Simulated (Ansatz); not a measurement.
`NB(F)[TeH]` + PH₃ → `P[TeH]` + `NBF` at 298.15 K and 1 bar (ligand exchange at a Te–B bond).

Calculated with Ansatz (gas phase, PBE0-D4/def2-TZVP geometries, no zero-point term in ΔE). CCSD(T)/CBS adds triple-zeta CCSD(T) − MP2 to the extrapolated MP2 energy (def2 sets, frozen cores). This one scheme is used for every species. Elements past krypton have def2 core potentials. For Te outer-core shells are correlated without core-valence functions, which leaves a few kJ/mol of doubt a bond. One conformer a species, not always the lowest.

| species | CCSD(T)/CBS energy (Eh) | H − E (kJ/mol) | S (J/(mol·K)) |
| --- | --- | --- | --- |
| `NB(F)[TeH]` | -448.93912 | 124.5 | 322.7 |
| PH₃ | -342.72256 | 73.1 | 210.2 |
| `P[TeH]` | -610.46278 | 77.5 | 290.3 |
| `NBF` | -181.19761 | 123.9 | 257.1 |

H − E and S are ideal-gas, rigid-rotor, harmonic terms from PBE0-D4/def2-TZVP, for one conformer and one mirror image of each species. 1 Eh = 2625.50 kJ/mol, R = 8.31446 J/(mol·K).

Problem. By hand: ΔE, ΔH, ΔS and ΔG.

Solution. ΔE = (-610.46278) + (-181.19761) − (-448.93912) − (-342.72256) = 0.00129 Eh = 3.4 kJ/mol. Δ(H − E) = 77.5 + 123.9 − 124.5 − 73.1 = 3.8, so ΔH = 7.2 kJ/mol. ΔS = 290.3 + 257.1 − 322.7 − 210.2 = 14.5 J/(mol·K). ΔG = 7.2 − 298.15 × (14.5)/1000 = 2.9 kJ/mol.

Problem. By hand: the equilibrium constant, and the temperature at which ΔG would vanish if ΔH and ΔS stayed fixed.

Solution. log₁₀ K = −ΔG/(RT ln 10) = -0.5. ΔG = 0 at ΔH/ΔS = 497 K, though so small a ΔH makes that figure unsure.

TΔS isn't small against ΔH here. The sign of ΔG lies within the doubt. A doubt of 5 kJ/mol in ΔE shifts log₁₀ K by 0.9 here. Other conformers and mirror images would add mixing entropy, several J/(mol·K) or more a flexible species. These are equilibria of isolated gas molecules and say nothing of rates. Largest T1 diagnostic: 0.013 (customary marks: 0.02 for closed shells, 0.045 for open ones).
